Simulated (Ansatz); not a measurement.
Mulliken charges of `CO[SiH]([O])Cl` radical from ωB97M-V/def2-TZVPP in Ansatz (PBE0-D4/def2-TZVP geometry).

```json
{"atom": "C1", "x (Å)": "0.579", "y (Å)": "1.126", "z (Å)": "0.665", "charge (e)": "-0.173"}
{"atom": "O2", "x (Å)": "-0.526", "y (Å)": "0.276", "z (Å)": "0.443", "charge (e)": "-0.330"}
{"atom": "Si3", "x (Å)": "-0.534", "y (Å)": "-1.059", "z (Å)": "-0.467", "charge (e)": "0.627"}
{"atom": "O4", "x (Å)": "-1.801", "y (Å)": "-2.025", "z (Å)": "-0.040", "charge (e)": "-0.262"}
{"atom": "Cl5", "x (Å)": "-1.012", "y (Å)": "-0.715", "z (Å)": "-2.423", "charge (e)": "-0.186"}
{"atom": "H6", "x (Å)": "1.528", "y (Å)": "0.580", "z (Å)": "0.628", "charge (e)": "0.110"}
{"atom": "H7", "x (Å)": "0.600", "y (Å)": "1.921", "z (Å)": "-0.085", "charge (e)": "0.128"}
{"atom": "H8", "x (Å)": "0.471", "y (Å)": "1.575", "z (Å)": "1.653", "charge (e)": "0.130"}
{"atom": "H9", "x (Å)": "0.783", "y (Å)": "-1.724", "z (Å)": "-0.390", "charge (e)": "-0.043"}
```

Problem. By hand: the dipole of these point charges (1 e Å = 4.8032 D).

Solution. Σ q r = (0.671, 0.302, 0.197) e Å, of length 0.762 e Å = 3.66 D.

Problem. How does the dipole of the full density compare? (Estimate.)

Solution. Computed: (0.532, 0.298, 0.155) e Å, 3.02 D; the point charges give 1.21 times that, at 5° from its direction.

Point charges leave out the atoms' own dipoles, such as those of lone pairs, and Mulliken's split depends on the basis, so the two needn't agree.
